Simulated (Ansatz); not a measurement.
All numbers were calculated with Ansatz.

C$_{2}$H$_{3}$ClFIn (`C=[CH][In]([F])[Cl]`) at its PBE0-D4/def2-TZVP geometry, where that method's forces vanish. The species carries charge 0 and has multiplicity 1. In: def2 effective core potential.

```
atom   x (Å)   y (Å)   z (Å)
  C1   0.553   0.863   1.153
  C2   0.314   0.754  -0.150
 In3  -0.575  -0.990  -0.918
  F4  -1.012  -2.393   0.363
 Cl5  -1.173  -1.632  -3.053
  H6   1.012   1.757   1.569
  H7   0.307   0.079   1.862
  H8   0.575   1.561  -0.827
```

Q: For each bond, give half the difference of the two atoms' forces along it (eV/Å; positive pushes the atoms apart) under PBE-D4, r2SCAN-D4, B3LYP-D4, ωB97M-V in def2-TZVPP. (Estimate.)

A: The calculation gave: 
```tsv
bond	length (Å)	PBE-D4	r2SCAN-D4	B3LYP-D4	ωB97M-V
C1–C2	1.328	0.27	0.13	0.06	0.08
C1–H6	1.088	0.05	-0.03	-0.08	-0.09
C1–H7	1.086	0.02	-0.06	-0.08	-0.05
C2–In3	2.103	-0.13	-0.01	0.06	-0.05
C2–H8	1.085	0.03	-0.06	-0.14	-0.07
In3–F4	1.949	0.43	0.06	0.22	0.03
In3–Cl5	2.308	0.13	0.05	0.17	-0.01
```

B3LYP here is the variant with VWN-RPA as its local correlation; programs differ in this.
